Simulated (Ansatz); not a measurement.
Geometry optimisation, Ansatz 0.2.0, RKS B3LYP/def2-SVP.

Input file:

```yaml
crystal:
  periodic: [false, false, false]
  atoms:
    - { symbol: Al, position_ang: [0.150383, 0.682177, -0.397312] }
    - { symbol: O, position_ang: [-0.279011, 0.00815, 2.460167] }
    - { symbol: Si, position_ang: [-1.517137, -0.644154, 3.396968] }
    - { symbol: H, position_ang: [-2.311595, -1.573196, 2.546974] }
    - { symbol: H, position_ang: [-0.956092, -1.395911, 4.553962] }
    - { symbol: H, position_ang: [-2.383894, 0.467409, 3.888919] }
    - { symbol: H, position_ang: [1.532908, -0.003011, -0.730789] }
    - { symbol: H, position_ang: [-1.282407, 0.160371, -0.808106] }
    - { symbol: S, position_ang: [0.169417, 2.72254, 0.55227] }
    - { symbol: H, position_ang: [1.515523, 2.755519, 0.715065] }
    - { symbol: H, position_ang: [-0.199494, 0.992905, 2.45868] }
basis:
  gaussian: { orbitals: def2-SVP }
hamiltonian:
  xc: b3lyp
relax:
  f_tol: 0.03
  max_steps: 50
```

Run as:

```bash
$ ansatz run input.yaml --threads 2 --pin off --max-ram 3072MiB --backend cpu --events-out ev --progress --plain --runs-dir out
```

Where does it end, and by what steps?

The forces met the threshold. After 16 steps the energy has fallen by 0.586 eV; H7 moved furthest, 0.92 Å. Joined: Al1–O2 (2.97 → 2.01 Å).

| step | energy less start (eV) | largest force component (eV/Å) | accepted |
| --- | --- | --- | --- |
| 0 | 0.0000 | 0.794 | yes |
| 1 | -0.1568 | 0.486 | yes |
| 2 | -0.3373 | 0.699 | yes |
| 3 | -0.4333 | 0.792 | yes |
| 4 | -0.5004 | 0.774 | yes |
| 5 | -0.5413 | 0.321 | yes |
| 6 | -0.5488 | 0.237 | yes |
| 7 | -0.5601 | 0.170 | yes |
| 8 | -0.5694 | 0.237 | yes |
| 9 | -0.5648 | 0.393 | no |
| 10 | -0.5792 | 0.071 | yes |
| 11 | -0.5810 | 0.088 | yes |
| 12 | -0.5823 | 0.129 | yes |
| 13 | -0.5833 | 0.094 | yes |
| 14 | -0.5848 | 0.067 | yes |
| 15 | -0.5854 | 0.043 | yes |
| 16 | -0.5856 | 0.027 | yes |

```xyz
11
Properties=species:S:1:pos:R:3
Al -0.155 0.628 0.142
O -0.610 0.425 2.089
Si -1.405 -0.663 3.158
H -1.710 -1.848 2.323
H -0.479 -0.990 4.274
H -2.635 -0.009 3.676
H 1.003 -0.431 -0.105
H -1.568 0.516 -0.572
S 0.516 2.766 0.542
H 1.821 2.454 0.729
H -0.340 1.325 2.380
```

Whether the end is a true minimum wasn't checked by a vibrational analysis.

Run time: 78 s on 2 threads of Arm Neoverse N1, on a shared host, peak memory 0.22 GiB.
